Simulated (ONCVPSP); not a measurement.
Transferability test, ONCV potential for tungsten (W)

W, optimised norm-conserving Vanderbilt (ONCV), made with ONCVPSP 4.0.1 (PBE, scalar-relativistic). Core [Kr] 4d10, reference 4f14 5s2 5p6 5d4 6s1 6p1. Waves: 5s+6s: rc 1.45 bohr, ncon 4, nbas 8, qcut 7.9 1/bohr, 2 projectors; 5p+6p: rc 2.05 bohr, ncon 5, nbas 8, qcut 6 1/bohr, 3 projectors, debl 0.4 Ha; 5d: rc 1.80 bohr, ncon 3, nbas 6, qcut 5.3 1/bohr, 2 projectors, debl 1.4 Ha; 4f: rc 0.60 bohr, ncon 4, nbas 8, qcut 29.6 1/bohr, 1 projector. Local part: polynomial inside 0.45 bohr (lpopt 5, dvloc0 0 Ha). Core correction: none.

Energies are relative to the spin-unpolarised reference configuration 4f14 5s2 5p6 5d4 6s1 6p1; without spin polarisation the order of configurations can differ from experiment.

```json
{"valence configuration": "4f14 5s2 5p6 5d4 6s1 6p0", "charge": "+1", "ΔE all-electron (eV)": "4.388", "error AE − PS (meV)": "-2.1"}
{"valence configuration": "4f13 5s2 5p6 5d5 6s1 6p0", "charge": "+1", "ΔE all-electron (eV)": "37.320", "error AE − PS (meV)": "-332"}
```

**Question.** What are ΔE and the potential's error for 4f14 5s2 5p6 5d4 6s0 6p0?

**Answer.** ΔE = 20.068 eV all-electron; the error (AE − PS) is -6.8 meV.

**Question.** What are ΔE and the potential's error for 4f14 5s2 5p6 5d4 6s2 6p0?

**Answer.** ΔE = -4.495 eV all-electron; the error (AE − PS) is +0.5 meV.

Levels in the configuration 4f14 5s2 5p6 5d4 6s0 6p0:

```
level  all-electron (eV)  pseudo (eV)
   4f            -49.292      -49.330
   5s            -95.153      -95.166
   5p            -59.300      -59.308
   5d            -19.881      -19.880
```

Note: ghosts flagged at negative energy: s at -1992.2 eV, s at -10.7 eV, p at -602.1 eV, d at -117.4 eV; GHOST(+) flags only above 600 eV. A true bound ghost makes a file unfit for plane-wave use.
